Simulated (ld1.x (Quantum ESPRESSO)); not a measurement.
Values are calculated unless marked as measured or tabulated.
Potentials for arsenic (As) compared

Generated with ld1.x 7.5 (TM, RRKJ, ultrasoft, PAW), atompaw 4.2 or ONCVPSP 4.0.1. The cutoff is in Ry: for ld1.x and atompaw files where the sum of valence levels is converged to 10 mRy in a Bessel basis, for ONCV files where the hardest occupied wave has 1 mHa per electron of residual kinetic energy. The error is the largest all-electron minus pseudo excitation energy over each file’s own four to seven test configurations (ionisations up to +4, promotions, holes and added fractions of an electron), all of which were solved. The labels leave out finer settings (local radius, basis sizes, second energies), which also bear on the numbers. Spin-polarised tests are not counted. The rows are a selection from randomly drawn settings: files with unsolved tests, undetermined cutoffs or missed reference levels are left out.

A true bound ghost makes a file unfit for plane-wave use even where its test errors are small: the radial tests pick states by their node count and pass the ghost by.

```tsv
potential	cutoff (Ry)	largest error (meV)	bound ghosts
PAW, PBEsol, scalar-relativistic, rc 1.75/1.60/1.95 (spd), local smoothed, core correction yes, reference 4s1.5 4p3.5	10	-23	none
ultrasoft, Wu–Cohen, scalar-relativistic, rc 1.90/2.24/2.20 (spd), local smoothed, core correction yes, reference 4s2 4p3	10	-125	none
TM, PBE, scalar-relativistic, rc 1.50/1.80/1.95 (spd), local smoothed, core correction yes, reference 4s2 4p1	25	-14	none
ultrasoft, BLYP, scalar-relativistic, rc 1.75/1.60 (sp), local smoothed, core correction no, reference 4s2 4p3	10	+189	none
```

(1) Fill in the row for As: RRKJ, PBE, scalar-relativistic, rc 1.20/1.65 (sp), local s, core correction yes, reference 4s2 4p3.

(2) Fill in the row for As: TM semilocal, LDA (PZ), scalar-relativistic, rc 1.50/2.20/1.70 (spd), local p, core correction no, reference 4s2 4p3.

(3) Fill in the row for As: PAW, PBE, scalar-relativistic, rc 1.95/1.80 (sp), local smoothed, core correction yes, reference 4s2 4p3.

## Answers

(1) cutoff 70 Ry, largest error -277 meV, bound ghosts: p.

(2) cutoff 35 Ry, largest error +440 meV, bound ghosts: none.

(3) cutoff 8 Ry, largest error -518 meV, bound ghosts: none.
